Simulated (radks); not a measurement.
Problem. These are the eigenvalues of the occupied orbitals of an atom or ion with whole-number occupations (eV). Method: Dirac Kohn-Sham, PBEsol, spin-unpolarised, spherical densities, finite nucleus; Fermi nuclear charge, rms radius of each element as measured or else 0.836 A^(1/3) + 0.57 fm; computed with a radial shooting solver on a logarithmic mesh with Libxc functionals.

1s1/2: -38329.86
2s1/2: -8062.251
2p1/2: -7764.283
2p3/2: -7401.789
3s1/2: -3189.213
3p1/2: -3082.165

Which element is it, and in what charge state? The configuration may be excited. Open shells, if any, fill j = l - 1/2 first.

Solution. Z = 55, caesium, charge +41: Cs41+ in [Ne] 3s2 3p2. The list shows which subshells hold electrons but not how many an open one holds; the 1s level, -1408.6 hartree, gives Z - s = 53.1 by -(Z - s)^2/2, which with screening and relativity narrows Z to a few neighbours, and the depths of the outer levels then fix element, charge and occupations together.
